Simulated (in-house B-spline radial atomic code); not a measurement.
Radial electron density of Kr+, [Ar] 3d10 4s2 4p5. Level of theory: non-relativistic revTPSS, spin-polarised, spherical fractional occupations, point nucleus; calculated with a B-spline radial code for spherical atoms.

Columns: r (bohr), 4πr²n(r) (electrons per bohr), bar.

```
 0.00183    1.191 #
 0.00224    1.732 #
 0.00273    2.483 ##
 0.00333    3.539 ###
 0.00407    5.012 ####
 0.00496    6.982 ######
 0.00606     9.63 ########
 0.00739    13.02 ###########
 0.00902    17.25 ###############
   0.011    22.27 ###################
  0.0134    27.84 #######################
  0.0164     33.7 ############################
    0.02     38.9 #################################
  0.0244    42.65 ####################################
  0.0298    44.16 #####################################
  0.0364    43.08 ####################################
  0.0444    40.16 ##################################
  0.0541    37.27 ###############################
  0.0661    36.79 ###############################
  0.0806    40.28 ##################################
  0.0984    46.76 #######################################
    0.12    52.24 ############################################
   0.147    52.07 ############################################
   0.179    45.04 ######################################
   0.218    35.45 ##############################
   0.266    30.06 #########################
   0.325    31.93 ###########################
   0.396    36.35 ###############################
   0.484    35.92 ##############################
    0.59    28.26 ########################
    0.72    17.68 ###############
   0.879    9.753 ########
    1.07    6.394 #####
    1.31    5.637 #####
     1.6    4.992 ####
    1.95    3.617 ###
    2.38    2.017 ##
     2.9   0.8344 #
    3.54   0.2491 
    4.32  0.05287 
    5.28 0.007223 
    6.44 0.0005982
```

On this grid the curve has 3 maxima, near 0.0298, 0.12, 0.396 bohr.

The 4p down radial function P(r) = rR(r), positive near the nucleus:

```
r (bohr)         P
 0.00273  0.001111
 0.00407   0.00241
 0.00606  0.005156
 0.00902   0.01083
  0.0134   0.02209
    0.02   0.04369
  0.0298    0.0812
  0.0444    0.1379
  0.0661    0.2033
  0.0984    0.2354
   0.147    0.1566
   0.218  -0.07276
   0.325   -0.3349
   0.484   -0.3273
    0.72   0.08502
    1.07    0.6137
     1.6    0.8123
    2.38    0.5681
    3.54    0.2165
    5.28   0.03943
```
